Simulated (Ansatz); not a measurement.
Consider the ligand exchange at the Hf–O bond: `[OH][Hf]([F])([F])[I]` + H–F → `[F][Hf]([F])([F])[I]` + H₂O.

Isolated molecules relaxed with PBE0-D4/def2-TZVP in Ansatz; ΔE leaves out vibrations. CBS: MP2 limit from def2 TZ/QZ plus the TZ coupled-cluster correction, frozen cores. This one scheme is used for every species. Functionals use def2-TZVPP. HSE06 is defined as in plane-wave codes. Elements past krypton have def2 core potentials. For Hf, I outer-core shells are correlated without core-valence functions, which leaves a few kJ/mol of doubt a bond. Each species was taken in one conformer, which may not be the lowest.

`[OH][Hf]([F])([F])[I]`:

```xyz
6

O     0.211   -1.105    0.950
Hf    0.065    0.368   -0.225
F     0.094    1.976    0.781
F     1.556    0.384   -1.398
I    -2.248    0.210   -1.662
H     0.321   -1.833    1.554
```

H–F:

Z-matrix (Å, degrees):
```
F
H 1 0.920
```

`[F][Hf]([F])([F])[I]`:

```xyz
5

F    -0.107   -1.405    1.341
Hf    0.052    0.039    0.134
F    -0.926    1.504    0.815
F     1.871    0.530    0.018
I    -0.890   -0.668   -2.308
```

H₂O:

Cartesian coordinates in Å:
```
O -0.259 -0.279 -0.079
H -0.239 0.615 -0.426
H 0.499 -0.336 0.506
```

| level | ΔE (kJ/mol) |
| --- | --- |
| revPBE-D4 | -45.9 |
| ωB97M-V | -40.1 |
| BLYP | -48.4 |
| r2SCAN | -45.1 |
| PBE0 | -41.5 |
| HSE06 | -41.5 |
| CCSD(T)/def2-TZVPP | -35.7 |
| HF/CBS(def2) | -41.1 |

What does CCSD(T)/CBS give? (An estimate is asked.)

Ansatz gave: -35.7 kJ/mol. The listed levels differ from it by -10.2, -4.4, -12.7, -9.4, -5.8, -5.8, 0.0, -5.4 kJ/mol.

What do rigid-rotor, harmonic-oscillator terms from PBE0-D4/def2-TZVP frequencies (298.15 K, 1 bar) make of the CCSD(T)/CBS value? (An estimate is asked.)

Ansatz gave: ΔZPE = +4.5 kJ/mol, ΔH = -32.6 kJ/mol, ΔS = -9 J/(mol·K), ΔG = -29.8 kJ/mol.

Largest T1 diagnostic among the species: 0.015.

In def2-TZVPP, CCSD(T) changes the Hartree–Fock value by +3.2 kJ/mol (the triples alone add −0.2 kJ/mol) and MP2 by +6.5 kJ/mol. From r2SCAN to r2SCAN0 (25 % exact exchange), in def2-TZVPP and without D4, ΔE moves by +4.6 kJ/mol.

CCSD(T)/CBS has its own doubt, a few kJ/mol and more with outer-core shells, so smaller differences from it don't rank the levels.
